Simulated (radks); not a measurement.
All-electron atom: Cu16+ in [Ne] 3s2 3p1.

All-electron calculation, Dirac Kohn-Sham, LB94 model potential, spin-unpolarised, spherical densities, finite nucleus; open shells fill j = l - 1/2 first; Fermi nuclear charge, rms radius 3.8823 fm. Program: a radial shooting solver on a logarithmic mesh with Libxc functionals.

Energy parts (hartree):
part                   energy
kinetic            1559.75753
electron-nucleus  -3373.76489
Hartree             338.45866
(The LB94 potential has no energy functional, so no total or exchange-correlation energy is given.)

Orbitals (lengths in bohr, moments of r in powers of bohr; r(max) is where P^2 peaks):
orbital	occ.	eigenvalue (hartree)	<r>	r(max)	small-component weight
1s1/2	2	-349.9324	0.05200	0.03410	1.10e-02
2s1/2	2	-60.98751	0.2320	0.1959	2.11e-03
2p1/2	2	-56.32000	0.2009	0.1552	2.11e-03
2p3/2	4	-55.53759	0.2041	0.1579	2.07e-03
3s1/2	2	-21.86291	0.5957	0.5553	6.93e-04
3p1/2	1	-20.39881	0.5816	0.5370	6.75e-04
3p3/2	0	-20.23099	0.5869	0.5424	6.67e-04

The highest occupied level is 3p1/2 at -555.08 eV. The density falls to 0.001 e/bohr^3 at r = 1.43 bohr. Summed over all electrons, <r^2> = 1.633 bohr^2, which gives a Langevin (diamagnetic) susceptibility term of -1.29 x 10^-6 cm^3/mol. The electron density at the nucleus is 2.237e+04 e/bohr^3. For comparison, the ionisation energy in NIST's Atomic Spectra Database is 553 eV (semi-empirical). In exact Kohn-Sham theory the highest level is minus the ionisation energy, but local and semilocal functionals leave it too shallow, through self-interaction and a potential that decays too fast; potentials with the right tail come closer.

Beside tabulated values, note that spin-unpolarised runs miss the spin-polarisation part of the exchange energy of open shells.
